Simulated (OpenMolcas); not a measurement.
Worked example: vertical energy of the triplet above the singlet of CH4FGeN (SMILES [H]/N=[C](/F)[GeH3])

The species is CH4FGeN (8 atoms), meant as a singlet with charge 0. SMILES: `[H]/N=[C](/F)[GeH3]`. The coordinates come from a PBE0-D4/def2-TZVP relaxation.

Both states at this one shape; open shells run unrestricted unless said. 1 Eh = 27.2114 eV.

```
                             level     program  singlet CH4FGeN (Eh)  triplet CH4FGeN (Eh)
                         HF/STO-3G  OpenMolcas          -2243.230916          -2243.074422
   HF/6-31G* (spherical functions)  OpenMolcas          -2269.116912          -2268.956129
SVWN5/6-31G* (spherical functions)  OpenMolcas          -2267.177939          -2266.995635
B3LYP/6-31G* (spherical functions)  OpenMolcas          -2271.826709          -2271.645408
```

**Question.** Work out the vertical gap, second state less first, at each level.

**Answer.** 
1. HF/STO-3G: -2243.074422 − (-2243.230916) = 0.156494 Eh = 4.26 eV.
2. HF/6-31G* (spherical functions): -2268.956129 − (-2269.116912) = 0.160783 Eh = 4.38 eV.
3. SVWN5/6-31G* (spherical functions): -2266.995635 − (-2267.177939) = 0.182304 Eh = 4.96 eV.
4. B3LYP/6-31G* (spherical functions): -2271.645408 − (-2271.826709) = 0.181301 Eh = 4.93 eV.

No measured value is set beside it here; the levels span 4.26 to 4.96 eV. Hartree–Fock favours the state with fewer electron pairs, since it lacks pair correlation. Minimal sets are far from the basis-set limit. All-electron rows are non-relativistic unless named.
